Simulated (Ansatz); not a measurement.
Cost and result up the ladder for Ag₂Te (3 atoms). Total charge 0; singlet. Geometry: r2SCAN-D4/def2-TZVP.

```tsv
atom	x (Å)	y (Å)	z (Å)
Ag1	-0.3359	-1.4896	0.4923
Ag2	-0.4116	1.3801	0.7074
Te3	0.7475	0.1095	-1.1997
```

Ansatz on 4 threads of Arm Neoverse V2 on a shared host. Times are rough, and most runs start from the orbitals of an earlier one. CAM-B3LYP-D4/def2-TZVP serves as the yardstick here, not as an exact answer. Differences are given only for rows in sets of like size (and for xTB, whose basis is part of the method), since another set adds its own error. Binding counts from free atoms at the same level (Ag doublet, Te triplet; other spins of the atoms weren't run), without zero-point energy or a counterpoise term.

In the def2 sets Ag, Te take a core potential; there is no spin–orbit coupling. Correlated methods freeze 4 core orbitals; core or outer-core shells of Ag, Te are correlated, in sets that lack core-valence functions. The structure comes from a short search, and lower isomers may exist.

Correlated methods converge slowly with the basis.

```
                         level  functions  wall time  binding energy per atom (eV)  difference from CAM-B3LYP-D4/def2-TZVP (eV)
         LDA (SPW92)/def2-TZVP        130      0.8 s                          1.91                                         0.58
           revPBE-D4/def2-TZVP        130      1.2 s                          1.40                                         0.08
              PBE0-D4/def2-SVP         88      1.4 s                          1.39                                            –
                 MP2/def2-TZVP        130      1.4 s                          1.49                                         0.17
PBE-D4/def2-TZVP (with forces)        130      1.4 s                          1.53                                         0.21
             PBE-D4/def2-TZVPD        139      1.4 s                          1.53                                         0.21
             PBE0-D4/def2-TZVP        130      1.6 s                          1.42                                         0.09
            PBE0-D4/def2-TZVPD        139      1.8 s                          1.42                                         0.10
        CAM-B3LYP-D4/def2-TZVP        130      1.9 s                          1.32                                         0.00
           r2SCAN-D4/def2-TZVP        130      2.6 s                          1.49                                         0.16
          r2SCAN-D4/def2-TZVPD        139        3 s                          1.49                                         0.17
          r2SCANh-D4/def2-TZVP        130        3 s                          1.44                                         0.12
             RPA@PBE/def2-TZVP        130      3.1 s                          1.26                                        -0.07
            CCSD(T)/def2-TZVPP        162       39 s                          1.37                                         0.04
```
